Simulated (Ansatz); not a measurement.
Species: SiH4S2, charge 0, singlet. SiH4S2 (bis(sulfanyl)silane, SMILES S[SiH2]S).
B3LYP-D3(BJ)/def2-TZVP minimum from Ansatz (a program for electronic structure):
```xyz
7

Si    -0.7816    -0.1029     0.0004
S      0.1525     1.7520     0.5283
S      0.6001    -1.6529    -0.5288
H     -1.5810    -0.4360     1.1966
H     -1.6413     0.0119    -1.1948
H      0.8331     1.8719    -0.6250
H      1.2898    -1.5925     0.6238
```

Quantity: atomisation energy (electronic, to ground-state atoms), in kcal/mol. Open shells are spin-unrestricted; no spin-orbit coupling. CBS(X,Y): correlation extrapolated as X^-3, Hartree-Fock from the larger set. A bracket is a step between two methods taken in the basis named. The functionals are non-relativistic, so their misses hold any scalar relativity. '+ core + X2C': CCSD(T) terms for core correlation (cc-pwCVTZ, 1s frozen past Ne) and scalar relativity (cc-pVTZ-DK). For partners of very few electrons the exact lower level stands in for a higher one.

CCSD(T)/CBS(cc-pV(T+d)Z,cc-pV(Q+d)Z) + [CCSDT(Q) - CCSD(T)]/cc-pV(D+d)Z + core + X2C (Ansatz) gives 493.1 kcal/mol.

Question: How far off this value is PBE/def2-TZVPD (Ansatz), in which direction, and which of these levels come nearer: r2SCAN/def2-TZVPD, B3LYP/def2-TZVPD, wB97M-V/def2-TZVPD, CCSD(T)/CBS(cc-pV(T+d)Z,cc-pV(Q+d)Z) + core + X2C?

Answer: PBE gives 486.6 kcal/mol, 6.5 kcal/mol below it. Differences of the others: r2SCAN/def2-TZVPD (Ansatz) -1.8; B3LYP/def2-TZVPD (Ansatz) -12.6; wB97M-V/def2-TZVPD (Ansatz) 0.8; CCSD(T)/CBS(cc-pV(T+d)Z,cc-pV(Q+d)Z) + core + X2C (Ansatz) -0.5 kcal/mol. Nearer than PBE: r2SCAN/def2-TZVPD, wB97M-V/def2-TZVPD, CCSD(T)/CBS(cc-pV(T+d)Z,cc-pV(Q+d)Z) + core + X2C.
